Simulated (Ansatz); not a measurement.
H8N2O3Si2 (`N[Si@H](O)O[Si@@H](N)O`), relaxed with RKS PBE0-D4/def2-TZVP in Ansatz from a GFN2-xTB geometry. The force threshold is 0.005 eV/Å; the program also tests the step.

Charge 0, multiplicity 1.

Start:

```xyz
15

N     0.308    2.254    1.567
Si    0.442    1.366    0.096
O     2.008    1.080   -0.229
O    -0.425    0.032    0.395
Si   -0.573   -1.532    0.002
N    -0.166   -1.658   -1.668
O    -2.091   -2.047    0.237
H     0.733    3.165    1.604
H    -0.594    2.278    2.015
H    -0.008    1.962   -1.153
H     2.577    0.755    0.464
H     0.172   -2.321    0.973
H    -0.220   -2.559   -2.114
H     0.652   -1.163   -1.984
H    -2.815   -1.612   -0.205
```

**Question.** How much energy does the relaxation release, and in how many steps? (Estimate.)

**Answer.** Computed: 10.65 kJ/mol, in 16 steps, 1 of them rejected.

**Question.** Which bonds change most? (Best estimate.)

**Answer.** The calculation gave: Si2–H10 from 1.455 to 1.479 Å; Si2–O3 from 1.625 to 1.647 Å; Si5–H12 from 1.456 to 1.477 Å; N1–Si2 from 1.723 to 1.704 Å.

**Question.** Give the relaxed structure. (An estimate is asked.)

**Answer.** The calculation gave: 
```xyz
15

N     0.534    2.257    1.532
Si    0.262    1.347    0.118
O     1.686    1.069   -0.662
O    -0.437   -0.032    0.628
Si   -0.688   -1.565    0.113
N     0.137   -1.700   -1.372
O    -2.272   -1.921   -0.089
H     0.817    3.222    1.495
H    -0.010    2.058    2.356
H    -0.575    1.988   -0.919
H     2.443    0.948   -0.085
H    -0.274   -2.474    1.201
H     0.129   -2.547   -1.915
H     0.950   -1.132   -1.555
H    -2.702   -1.517   -0.845
```
